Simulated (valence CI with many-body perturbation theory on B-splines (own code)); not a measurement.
## E1 line list for Ag XVII

Calculated by relativistic CI+MBPT: three valence electrons over a frozen Dirac-Fock core [Ar] 3d10, radial functions for each j: 11 s, 11 p, 10 d, 8 f, 5 g, 2 h, with the one-electron correlation potential Σ1, the two-electron term Σ2, the three-electron term Σ3, Breit, model QED; selected CI, second order for the rest, scaled by the run's own slope (own B-spline code, finite nucleus).

No measured levels were compared; by estimate levels hold to about 250 cm⁻¹ or 0.2 % of their energy and the worst to 1 %, as in measured heavy ions of charge 2 to 7; those with d or f electrons hold less well.

Lines 1 to 50 of 557 in falling wavelength, among levels below 1859600 cm⁻¹, chosen from the strongest by gf and those to the six lowest levels. Wavelengths and rates use the calculated energies, so an error of 1000 cm⁻¹ moves a line at 77.77 nm by 0.78 % and its rate by three times that or more. Electric multipoles are in the length gauge, E1 and E2 with the static RPA response of the core. Weak lines are less certain than strong ones. Lines between different terms over intervals too small for the method are left out, as are lines whose strength nearly cancels. Where a level lies close to another of its J and parity, the split of strength between their lines is uncertain. The highest levels of a list are the least certain.

Names give the largest LS component (configuration and term), which can be under half, so a name can repeat, a term be missing and a line seem to break the LS rules; names also repeat where a configuration has a term twice. Letters in brackets count levels of one name in rising energy.

```csv
λ vac (nm),Upper,Lower,A (s⁻¹),log gf,Branch %
77.77,4s 4p 5p 4P_5/2,4s 4p 5s 2P°_3/2 [a],6.62e+08,-0.44,0.4
74.80,4s 4p 5p 4D_1/2,4s 4p 5s 4P°_1/2,2.38e+09,-0.40,1.3
74.70,4s 4p 5p 4D_3/2,4s 4p 5s 4P°_3/2,1.65e+09,-0.26,0.9
71.55,4s2 5p 2P°_1/2,4s2 5s 2S_1/2,2.93e+09,-0.35,2.2
69.89,4s 4p 5p 4P_3/2 [b],4s 4p 5s 4P°_5/2,1.99e+09,-0.24,1.1
69.40,4s 4p 5p 2P_1/2,4s 4p 5s 2P°_1/2 [a],2.54e+09,-0.44,1.1
68.20,4s 4p 5p 4P_5/2,4s 4p 5s 4P°_5/2,2.55e+09,0.03,1.4
67.90,4s 4p 5p 4P_1/2,4s 4p 5s 4P°_3/2,3.31e+09,-0.34,2.3
67.02,4s 4p 5p 4S_3/2,4s 4p 5s 2P°_3/2 [a],1.95e+09,-0.28,1.1
64.49,4s 4p 5p 2D_3/2,4s 4p 5s 2P°_1/2 [a],2.39e+09,-0.22,1.2
63.94,4s 4p 5p 2D_5/2,4s 4p 5s 2P°_3/2 [a],3.08e+09,0.05,1.5
62.14,4s 4p 5p 4D_7/2,4s 4p 5s 4P°_5/2,5.01e+09,0.37,3.4
61.21,4s 4p 5p 4D_5/2,4s 4p 5s 4P°_3/2,5.15e+09,0.24,3.7
61.03,4s2 5p 2P°_3/2,4s2 5s 2S_1/2,4.60e+09,0.01,3.4
60.33,4s 4p 5p 4P_3/2 [a],4s 4p 5s 4P°_1/2,4.53e+09,0.00,2.7
59.79,4s 4p 5p 4S_3/2,4s 4p 5s 4P°_5/2,2.31e+09,-0.30,1.3
58.65,4s 4p 5p 2S_1/2,4s 4p 5s 2P°_3/2 [a],4.97e+09,-0.29,2.2
58.31,4s 4p 5p 2D_3/2,4s 4p 5s 4P°_3/2,2.15e+09,-0.36,1.1
57.32,4s 4p 5p 2D_5/2,4s 4p 5s 4P°_5/2,1.65e+09,-0.31,0.8
45.88,4s 4p2 4P_1/2,4s2 4p 2P°_3/2,7.12e+07,-2.35,7.4
44.47,4s2 5d 2D_5/2,4s2 5p 2P°_3/2,1.48e+10,0.42,11.1
41.02,4s2 5d 2D_3/2,4s2 5p 2P°_1/2,1.41e+10,0.15,9.7
39.86,4p3 2D°_5/2,4s 4p2 2P_3/2,2.90e+09,-0.38,15.5
39.73,4s 4p2 4P_3/2,4s2 4p 2P°_3/2,1.15e+08,-1.96,85.2
37.52,4p2 4d 2G_7/2,4s 4p 4d 2F°_5/2 [b],2.16e+09,-0.44,7.6
37.35,4p2 4d 4F_9/2,4s 4p 4d 2F°_7/2 [a],1.55e+09,-0.49,7.7
36.57,4s 4p2 4P_5/2,4s2 4p 2P°_3/2,8.78e+08,-0.98,100.0
35.93,4s 4p2 4P_1/2,4s2 4p 2P°_1/2,8.89e+08,-1.46,92.6
35.32,4p 4d2 2H°_9/2,4s 4p 4f 4G_9/2,1.90e+09,-0.45,7.3
33.63,4p 4d2 4G°_5/2 [a],4s 4p 4f 4F_3/2,3.48e+09,-0.45,20.1
33.32,4p2 4d 2G_9/2,4s 4p 4d 2F°_7/2 [b],3.90e+09,-0.19,19.4
32.89,4p2 4d 2F_7/2 [b],4s 4p 4d 2D°_5/2 [b],2.88e+09,-0.43,1.6
32.89,4p3 2P°_1/2,4s 4p2 2S_1/2,9.60e+09,-0.51,23.4
32.62,4p 4d2 4G°_11/2 [a],4s 4p 4f 4G_11/2,2.35e+09,-0.35,14.7
32.60,4p 4d2 4G°_9/2,4s 4d2 4F_9/2 [a],3.27e+09,-0.28,17.3
32.56,4p2 4d 2D_5/2 [a],4s 4p 4d 2F°_7/2 [b],3.34e+09,-0.50,2.2
32.16,4p3 4S°_3/2 [a],4s 4p2 2D_3/2,2.74e+09,-0.77,7.3
31.95,4p2 4d 2F_7/2 [a],4s 4p 4d 2F°_5/2 [a],2.90e+09,-0.45,16.4
31.86,4p 4d2 4D°_7/2 [a],4s 4d2 4F_9/2 [a],3.46e+09,-0.38,7.2
31.27,4s 4p2 2D_3/2,4s2 4p 2P°_3/2,2.30e+08,-1.87,1.7
31.23,4p2 4d 4F_9/2,4s 4p 4d 4D°_7/2,3.05e+09,-0.35,15.2
31.14,4p2 4d 4F_5/2,4s 4p 4d 4D°_3/2,4.37e+09,-0.42,15.2
31.00,4p2 4d 2G_9/2,4s 4p 4d 2F°_7/2 [a],3.91e+09,-0.25,19.5
31.00,4p 4d2 4G°_7/2,4s 4p 4f 4G_5/2 [a],3.04e+09,-0.46,15.6
30.32,4p2 4f 4G°_9/2,4s 4d2 4F_9/2 [b],2.53e+09,-0.46,2.0
30.30,4p2 4f 2G°_7/2 [a],4s 4p 4f 4F_9/2,5.53e+09,-0.22,11.6
30.14,4p3 2D°_5/2,4s 4p2 2D_5/2,8.92e+09,-0.14,47.7
30.13,4p3 2P°_3/2,4s 4p2 2P_3/2,9.95e+09,-0.27,29.4
30.10,4p2 4d 2D_5/2 [b],4s 4p 4d 2P°_3/2 [b],4.19e+09,-0.47,10.5
29.83,4p2 4f 2G°_9/2,4s 4p 4f 4G_11/2,4.70e+09,-0.20,4.5
```

How does gf follow from A for the line at 74.80 nm?

gf = 1.4992 × (2J+1)_upper × A / σ², with σ = 133691 cm⁻¹ and 2J+1 = 2: gf = 0.398.
